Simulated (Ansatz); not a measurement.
Species: HBCl2, SMILES `ClBCl` (charge 0, multiplicity 1).

Task: Give a relaxed geometry from B3LYP-D3(BJ)/def2-TZVP (Ansatz, a first-principles code).

Result: the end point of this relaxation (outside a Z-matrix the atoms follow the SMILES, hydrogens last).
Z-matrix (Å, degrees):
```
B
H 1 1.1816
Cl 1 1.7421 2 119.57
Cl 1 1.7421 2 119.57 3 180.00
```
